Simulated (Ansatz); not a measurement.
C8H11BrS⁺, that is dimethylphenylsulfonium bromide with one electron fewer. The state is a doublet with charge 1. Geometry PBE-D4/def2-SVP, that of the neutral singlet; atoms count from 1.

```xyz
21

C    -0.236   -1.418    1.958
S     1.001   -1.126    0.651
C     2.018    0.223    1.334
C    -0.082   -0.060   -0.461
C    -0.148   -0.510   -1.788
C    -0.921    0.194   -2.726
C    -1.622    1.344   -2.333
C    -1.553    1.791   -1.003
C    -0.783    1.091   -0.063
H    -0.926   -2.182    1.553
H     0.344   -1.837    2.802
H    -0.779   -0.484    2.194
H     2.610   -0.260    2.136
H     2.673    0.556    0.508
H     1.378    1.053    1.686
H     0.408   -1.413   -2.086
H    -0.973   -0.158   -3.767
H    -2.228    1.897   -3.067
H    -2.103    2.693   -0.694
H    -0.739    1.456    0.976
Br    2.663   -2.849    2.189
```

Estimate the Mulliken populations from the PBE0/def2-TZVP orbitals of Ansatz.


```tsv
atom	charge (e)	spin (α − β)
C1	-0.35	0.00
S2	0.25	0.05
C3	-0.35	0.00
C4	0.15	0.04
C5	-0.15	0.00
C6	-0.13	0.00
C7	-0.09	0.00
C8	-0.13	0.01
C9	-0.20	0.00
H10	0.20	0.00
H11	0.20	0.00
H12	0.18	0.00
H13	0.20	0.00
H14	0.20	0.00
H15	0.18	0.00
H16	0.17	0.00
H17	0.17	0.00
H18	0.17	0.00
H19	0.17	0.00
H20	0.15	0.00
Br21	0.01	0.91
```
Mulliken values depend strongly on the basis.

Where does the spin sit?

Summed by element: C 0.04, S 0.05, H 0.00, Br 0.91, of 1 unpaired in all. Largest on single atoms: Br21 0.91, S2 0.05, C4 0.04.

And the Mayer bond orders between heavy atoms (over 0.3)?

C1–S2 1.00 (1.82 Å); S2–C3 1.00 (1.82 Å); S2–C4 0.83 (1.88 Å); C4–C5 1.36 (1.40 Å); C4–C9 1.34 (1.40 Å); C5–C6 1.44 (1.40 Å); C6–C7 1.44 (1.40 Å); C7–C8 1.41 (1.41 Å); C8–C9 1.50 (1.40 Å).
